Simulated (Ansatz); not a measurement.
`F/C=C/C(F)=C(F)F` + HBr → `FC(F)=C(F)Br` + `C=CF` at 400 K and 1 bar (substitution at a C–C bond).

Calculated with Ansatz (gas phase, PBE0-D4/def2-TZVP geometries, no zero-point term in ΔE). CCSD(T)/CBS adds triple-zeta CCSD(T) − MP2 to the extrapolated MP2 energy (def2 sets, frozen cores). For Br outer-core shells are correlated without core-valence functions, which leaves a few kJ/mol of doubt a bond. Scalar relativity is left out up to krypton. One conformer a species, not always the lowest.

```json
{"species": "`F/C=C/C(F)=C(F)F`", "CCSD(T)/CBS energy (Eh)": "-552.49681", "H − E (kJ/mol)": "180.2", "S (J/(mol·K))": "397.2"}
{"species": "HBr", "CCSD(T)/CBS energy (Eh)": "-2573.91920", "H − E (kJ/mol)": "27.6", "S (J/(mol·K))": "207.2"}
{"species": "`FC(F)=C(F)Br`", "CCSD(T)/CBS energy (Eh)": "-2948.72680", "H − E (kJ/mol)": "78.6", "S (J/(mol·K))": "358.9"}
{"species": "`C=CF`", "CCSD(T)/CBS energy (Eh)": "-177.66469", "H − E (kJ/mol)": "132.8", "S (J/(mol·K))": "268.3"}
```

H − E and S are ideal-gas, rigid-rotor, harmonic terms from PBE0-D4/def2-TZVP, for one conformer and one mirror image of each species. 1 Eh = 2625.50 kJ/mol, R = 8.31446 J/(mol·K).

Q: By hand: ΔE, ΔH, ΔS and ΔG.

A: ΔE = (-2948.72680) + (-177.66469) − (-552.49681) − (-2573.91920) = 0.02452 Eh = 64.4 kJ/mol. Δ(H − E) = 78.6 + 132.8 − 180.2 − 27.6 = 3.6, so ΔH = 68.0 kJ/mol. ΔS = 358.9 + 268.3 − 397.2 − 207.2 = 22.8 J/(mol·K). ΔG = 68.0 − 400 × (22.8)/1000 = 58.9 kJ/mol.

Q: By hand: the equilibrium constant, and the temperature at which ΔG would vanish if ΔH and ΔS stayed fixed.

A: log₁₀ K = −ΔG/(RT ln 10) = -7.7. ΔG = 0 at ΔH/ΔS = 2982 K, far beyond where these terms or the molecules hold.

ΔH outweighs TΔS. A doubt of 5 kJ/mol in ΔE shifts log₁₀ K by 0.7 here. Other conformers and mirror images would add mixing entropy, several J/(mol·K) or more a flexible species. These are equilibria of isolated gas molecules and say nothing of rates. Largest T1 diagnostic: 0.013 (customary marks: 0.02 for closed shells, 0.045 for open ones).
